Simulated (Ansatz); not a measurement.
Molecule: 1,1-difluoroethane, C2H4F2 (charge 0, singlet). SMILES: CC(F)F
Structure (B3LYP-D3(BJ)/def2-TZVP (Ansatz, a program for electronic structure) minimum search):
```
C
F 1 1.3715
F 1 1.3715 2 106.89
H 1 1.0926 2 107.35 3 114.92
C 1 1.5017 4 114.35 3 122.69
H 5 1.0898 1 109.82 4 -59.97
H 5 1.0898 6 109.06 1 -120.39
H 5 1.0899 6 109.32 7 -119.48
```

Quantity: vertical ionisation energy (to the doublet state of charge +1; each state is the SCF solution reached for its spin), in eV. Valence correlation only, unless marked. Open shells are spin-unrestricted. Spin-orbit coupling is left out. Non-relativistic. CBS marks a two-point X^-3 extrapolation of the correlation energy; Hartree-Fock from the larger set. [CCSD(T)-MP2]/basis is that difference in the basis named.

```json
[
 {"level": "B3LYP/def2-TZVPD", "program": "Ansatz", "vertical ionisation energy (eV)": "12.38", "minus last row": "-0.55"},
 {"level": "BHLYP/def2-TZVPD", "program": "Ansatz", "vertical ionisation energy (eV)": "12.84", "minus last row": "-0.09"},
 {"level": "wB97M-V/def2-TZVPD", "program": "Ansatz", "vertical ionisation energy (eV)": "12.52", "minus last row": "-0.41"},
 {"level": "MP2/aug-cc-pVTZ", "program": "Ansatz", "vertical ionisation energy (eV)": "12.91", "minus last row": "-0.02"},
 {"level": "RI-MP2/CBS(aug-cc-pVTZ,aug-cc-pVQZ)+[CCSD(T)-MP2]/aug-cc-pVDZ", "program": "Ansatz", "vertical ionisation energy (eV)": "12.96", "minus last row": "0.03"},
 {"level": "RI-MP2/CBS(aug-cc-pVTZ,aug-cc-pVQZ)+[CCSD(T)-MP2]/aug-cc-pVTZ", "program": "Ansatz", "vertical ionisation energy (eV)": "12.93", "minus last row": "0.00"},
 {"level": "CCSD(T)/CBS(aug-cc-pVTZ,aug-cc-pVQZ)", "program": "Ansatz", "vertical ionisation energy (eV)": "12.93", "minus last row": "0.00"}
]
```
